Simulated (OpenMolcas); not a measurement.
# Lines of V II: computed and rescaled rates

| Quantity | Value |
| --- | --- |
| Program | OpenMolcas 26.06 |
| Method | MS-CASPT2, IPEA 0.25 Eh, imaginary shift 0.1 Eh (closed shells correlated: 3s 3p) |
| Basis | ANO-RCC-VTZP [6s5p3d2f1g] |
| Scalar Hamiltonian | DKH2, point nucleus |
| Active space | 4 electrons in 11 orbitals (3d 4s 4d) |
| State averaging | 2S+1 = 5 even, 15 roots; 2S+1 = 3 even, 49 roots kept (CI in the orbitals of an earlier block); 2S+1 = 1 even, 9 roots kept (CI in the orbitals of an earlier block) |
| Spin-orbit coupling | RASSI with atomic mean-field integrals over the reference wave functions, term energies averaged over their components |

Rates come from the transition moments of the reference wave functions (E1 and E2 in the length form). At fixed line strength A goes as λ^-3 for E1 and M1 and as λ^-5 for E2, so a rate at the computed wavelength can be rescaled to the measured one. Measured vacuum wavelengths follow from level energies in NIST Handbook of Basic Atomic Spectroscopic Data. Branching counts decays inside the model space alone, at computed energies, and the table is only a selection of the M1 lines, drawn from those between levels with measured partners whose computed energy lies within a factor of 1.5 of the measured one.

| Upper | Lower | Type | λ computed (nm) | λ measured (nm) | A computed (s-1) | A rescaled (s-1) | Branching % |
| --- | --- | --- | --- | --- | --- | --- | --- |
| 3d4 5D2 | 3d4 5D1 | M1 | 129800 | 141700 | 2.60e-05 | 2.00e-05 | 100.0 |
| 3d3 4s 5F2 | 3d3 4s 5F1 | M1 | 114100 | 121600 | 4.37e-05 | 3.61e-05 | 81.0 |
| 3d4 5D3 | 3d4 5D2 | M1 | 88430 | 97790 | 6.72e-05 | 4.97e-05 | 100.0 |
| 3d3 4s 5F3 | 3d3 4s 5F2 | M1 | 75970 | 82160 | 1.59e-04 | 1.26e-04 | 92.5 |
| 3d4 5D4 | 3d4 5D3 | M1 | 68300 | 76730 | 8.50e-05 | 5.99e-05 | 100.0 |
| 3d3 4s 5F4 | 3d3 4s 5F3 | M1 | 56910 | 62720 | 3.06e-04 | 2.29e-04 | 94.8 |
| 3d3 4s 5F5 | 3d3 4s 5F4 | M1 | 45490 | 51410 | 3.45e-04 | 2.39e-04 | 93.7 |
| 3d3 4s 3F3 | 3d3 4s 3F2 | M1 | 45390 | 49590 | 2.76e-04 | 2.12e-04 | 9.7 |
| 3d3 4s 3F4 | 3d3 4s 3F3 | M1 | 34460 | 39080 | 4.97e-04 | 3.41e-04 | 14.0 |
| 3d3 4s 3F3 | 3d3 4s 5F4 | M1 | 1857 | 1703 | 6.64e-04 |  | 23.4 |
| 3d3 4s 3F4 | 3d3 4s 5F5 | M1 | 1833 | 1685 | 2.03e-03 |  | 57.5 |
| 3d3 4s 3F2 | 3d3 4s 5F2 | M1 | 1828 | 1680 | 5.49e-04 |  | 19.7 |
| 3d3 4s 3F2 | 3d3 4s 5F1 | M1 | 1799 | 1657 | 2.07e-03 |  | 74.5 |
| 3d3 4s 3F3 | 3d3 4s 5F3 | M1 | 1798 | 1658 | 4.99e-04 |  | 17.6 |
| 3d3 4s 3F3 | 3d3 4s 5F2 | M1 | 1757 | 1625 | 1.24e-03 |  | 43.9 |
| 3d3 4s 3F4 | 3d3 4s 5F3 | M1 | 1709 | 1590 | 4.92e-04 |  | 13.9 |

Spin-changing lines and M1 lines between different terms are not rescaled, since their strength hangs on the term gaps too.

The largest correction is for 3d3 4s 3F4 → 3d3 4s 3F3 (M1): 4.97e-04 × (34460 / 39080)^3 = 3.41e-04 s-1, a factor of 0.69.

The computed rate and branching of 3d4 5D2 → 3d4 5D1 give the upper level a radiative lifetime of 1.000 / 2.60e-05 s-1 = 3.85e+04 s, counting decays inside the model space alone. The rescaled rate gives about 5.0e+04 s.

These are rates of the free ion; in crystals, glasses and complexes forced electric-dipole and non-radiative decay shorten such lifetimes by orders of magnitude. No measured rate stands beside these. Rescaling mends the energy factor alone: line strengths can still be far off where a level mixes with configurations outside the active space, and weak or spin-changing lines hang on small mixing coefficients that depend on the term gaps too, so rescaling need not improve them.

CASPT2 does not keep the components of a term degenerate, so their means are used; among the terms shown or strongly mixed into the levels shown the widest spread is 1100 cm-1 (3d3 4s 5F). Terms from blocks run as CI alone lack orbitals of their own. Active for correlation alone: 4d; no level in the range computed is led by a configuration that fills it, so any true level of that kind is missing. Computed and measured levels are paired by configuration, term and J; levels that our copy of the source lacks, or whose pairing is in doubt (as where it misses far off the trend of its configuration), stay unpaired. Only configurations of the active space appear.
